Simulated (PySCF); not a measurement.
Level sweep

Compound: trifluoroacetic acid, C2HF3O2.
Atom-mapped SMILES: `[O:1]=[C:2]([OH:3])[C:4]([F:5])([F:6])[F:7]` (hydrogens: H8 on O3)

PySCF, dipoles from the SCF density, polarisabilities from static response with core orbitals frozen. The structure is a single PBE0-D3(BJ)/def2-SVP conformer in the gas phase; no vibrational or solvent corrections.

Question: How do dipole and polarisability depend on functional and basis here?

Answer: 

| level | μ (D) | α (au) | anisotropy (au) |
| --- | --- | --- | --- |
| LDA/def2-SVPD | 2.257 | 37.32 | 10.42 |
| PBE/def2-SVPD | 2.193 | 37.39 | 10.56 |
| B3LYP/def2-SVPD | 2.251 | 35.58 | 9.78 |
| PBE0/def2-SVPD | 2.252 | 35.08 | 9.60 |
| BHandHLYP/def2-SVPD | 2.300 | 33.50 | 9.02 |
| CAM-B3LYP/def2-SVPD | 2.275 | 35.11 | 9.46 |
| wB97X-D/def2-SVPD | 2.259 | 35.00 | 9.36 |
| LC-wPBE/def2-SVPD | 2.266 | 34.77 | 9.26 |
| HF/def2-SVPD | 2.333 | 31.31 | 8.23 |
| PBE0/6-31G* | 2.100 | 26.44 | 10.03 |
| PBE0/def2-SVP | 2.202 | 25.58 | 9.11 |
| PBE0/6-31+G* | 2.256 | 32.81 | 10.34 |
| PBE0/aug-cc-pVDZ | 2.199 | 35.20 | 9.92 |
| PBE0/def2-TZVP | 2.214 | 31.90 | 9.80 |
| PBE0/def2-TZVPD | 2.195 | 35.68 | 9.82 |

The anisotropy is √(½[(α1 − α2)² + (α2 − α3)² + (α3 − α1)²]). The dipole runs from 2.10 D (PBE0/6-31G*) to 2.33 D (HF/def2-SVPD). No reference polarisability is at hand; against PBE0 in the largest diffuse basis at hand (def2-TZVPD) the other PBE0 rows deviate by 6-31G* -26%, def2-SVP -28%, 6-31+G* -8%, def2-SVPD -2%, aug-cc-pVDZ -1%, def2-TZVP -11%. In one basis (def2-SVPD) the functionals order the polarisability from HF (lowest) to PBE (highest), a spread of 19%. With PBE0 the polarisability is 27.97 au without diffuse functions (mean of 6-31G*, def2-SVP and def2-TZVP) and 34.69 au with them (mean of 6-31+G*, def2-SVPD, aug-cc-pVDZ and def2-TZVPD).
